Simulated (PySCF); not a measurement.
## Removing an electron from `C=C(C)CN(C)[SiH3]`

Compound: C5H13NSi.
Structure used (PBE0-D3(BJ)/def2-SVP), in Å, numbered top down from 1:
```
atom  x, y, z in Å
C1     2.1067    1.0572    0.4785
C2     1.2388    0.0976    0.1413
C3     1.4718   -0.8620   -0.9838
C4    -0.0556   -0.0870    0.9007
N5    -1.2220   -0.0597    0.0423
C6    -1.4798    1.2177   -0.5786
Si7   -2.4655   -1.2642    0.1611
H8     3.0584    1.1806   -0.0464
H9     1.8948    1.7482    1.3001
H10    0.6504   -0.8020   -1.7154
H11    1.4793   -1.9015   -0.6134
H12    2.4228   -0.6691   -1.4987
H13   -0.1212    0.6798    1.6990
H14   -0.0201   -1.0673    1.4095
H15   -2.3244    1.1421   -1.2802
H16   -1.7230    2.0104    0.1578
H17   -0.6015    1.5647   -1.1511
H18   -1.8063   -2.5725    0.4556
H19   -3.4945   -1.0279    1.2327
H20   -3.1955   -1.3161   -1.1425
```

Level: CAM-B3LYP/def2-SVPD (PySCF). Frontier orbitals with their largest atomic shares (Löwdin; up to four atoms above 4 %):

| orbital | ε (eV) | main atoms |
| --- | --- | --- |
| HOMO−3 | -10.95 | Si7 36 %, H18 30 %, H19 10 %, H20 4 % |
| HOMO−2 | -10.83 | Si7 24 %, H20 21 %, C4 12 %, C2 9 % |
| HOMO−1 | -8.61 | C1 38 %, C2 34 %, C3 7 %, C4 4 % |
| HOMO | -7.80 | ? |
| LUMO | 1.04 | Si7 21 %, C1 10 %, C4 8 %, C2 7 % |
| LUMO+1 | 1.24 | C1 17 %, C2 16 %, Si7 15 %, C3 5 % |
| LUMO+2 | 1.68 | Si7 39 %, H19 11 %, H20 10 %, H18 10 % |

**Question.** What vertical ionisation energy does ΔSCF give, and how far is −ε(HOMO) from it?

**Answer.** ΔSCF: 8.33 eV (803 kJ/mol; threshold wavelength 149 nm); ⟨S²⟩ of the doublet left behind is 0.756, against 0.75 for a pure doublet. −ε(HOMO) is 7.80 eV, 0.53 eV below it. In exact Kohn–Sham theory the two would be equal; CAM-B3LYP (range-separated hybrid) falls short of its own ΔSCF value by 6 %.

**Question.** On which atoms does the HOMO lie?

**Answer.** N5 (silicon-bound nitrogen) 53 %, C6 (N-methyl carbon) 8 %, Si7 (SiH3 silicon) 8 %, C4 (sp3 carbon bound to nitrogen) 7 %. The HOMO−1 lies 0.81 eV lower.

**Question.** How many of the 10 lowest singlet excitations (vertical TDDFT, same level) lie below the ionisation energy?

**Answer.** All 10; they run from 5.71 to 7.58 eV.

**Question.** What total energies stand behind the ΔSCF value?

**Answer.** E(N) = -542.18047 Eh and E(N − 1) = -541.87450 Eh at the same geometry, 0.30597 Eh apart.

**Question.** Shift the occupied levels rigidly so that −ε(HOMO) equals the ΔSCF value. What binding energies result?

**Answer.** The shift is +0.53 eV: HOMO 8.33, HOMO−1 9.14, HOMO−2 11.36, HOMO−3 11.48 eV. A rigid shift is only a rough guide to the deeper ionisations.

Geometry: PBE0-D3(BJ)/def2-SVP, one conformer, isolated molecule.
